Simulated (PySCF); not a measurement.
Gas-phase equilibrium of 1 mol SnCl₄, 4.3 mol H₂O at 800 K and 0.133 bar, among 27 species (ClO, SnCl₄, O₂, HCl, O, SnH₂, HO₂, SnO, SnHCl₃, SnCl₃, H₂O, H, HOCl, H₂O₂, O₃, H₂, SnH₄, SnCl₂, SnH₂Cl₂, Cl, Cl₂, SnO₂, SnH₃Cl, Sn₂O₂, SnHCl, Sn(OH)₂, OH). Only gases are allowed; each row takes one source of thermochemistry for all species, and Cantera finds the minimum.

Energies from PySCF, thermal terms from the rigid-rotor harmonic-oscillator model, ideal gas at 1 bar. † marks an energy on the PBE0/def2-TZVP geometry and frequencies; other levels use their own. Open shells (unrestricted) among the columns below: O₂ (multiplicity 3), SnCl₃ (multiplicity 2); the rest are closed-shell singlets. B3LYP is the form with VWN-RPA correlation. Sn: scalar-relativistic def2 core potential, no spin-orbit coupling. SnCl₃, Sn(OH)₂: computed as isolated molecules; such fragments, hydroxides, amides, oligomers or adducts are transient or little studied in the gas. The harmonic model lacks anharmonicity and excited electronic states, which grow with temperature; levels with a mode under 35 cm⁻¹ are left out. Internal rotation in Sn(OH)₂ is treated as a harmonic vibration of one conformer, which makes the entropy rough. Soft modes under 120 cm⁻¹ make the harmonic entropy rough for SnCl₄, SnCl₃, SnCl₂.

Molecules larger than those listed are left out. Also missing: (SnO)n, which can matter at low temperature or high pressure.

With B3LYP/def2-TZVP† thermochemistry: H₂O 0.78, SnCl₄ 0.17, HCl 0.032, SnCl₂ 0.016, O₂ 0.0079, SnCl₃ 3.5e-6, Sn(OH)₂ 1.1e-7.

**Question.** How far does the composition move with the other sources (PBE/def2-SVP, PBE0/def2-SVP†, LDA/def2-TZVP†, ωB97X-V/def2-TZVP†)?

**Answer.** 
```
thermochemistry     x H₂O  x SnCl₄   x HCl  x SnCl₂     x O₂  x SnCl₃  x Sn(OH)₂
------------------  -----  -------  ------  -------  -------  -------  ---------
B3LYP/def2-TZVP†     0.78     0.17   0.032    0.016   0.0079   3.5e-6     1.1e-7
PBE/def2-SVP         0.77     0.16   0.039    0.019   0.0097   1.4e-5     7.8e-8
PBE0/def2-SVP†       0.79     0.18   0.016   0.0079   0.0039   3.3e-6     1.2e-8
LDA/def2-TZVP†       0.81     0.19  0.0021   0.0011  0.00053   7.9e-7     5.2e-6
ωB97X-V/def2-TZVP†   0.81     0.19  0.0035   0.0017  0.00086   2.5e-7     2.8e-6
```
The most sensitive of these is Sn(OH)₂: it spans a factor of 10^2.6 over these rows; at this temperature one factor of ten is RT ln 10 = 15 kJ/mol.
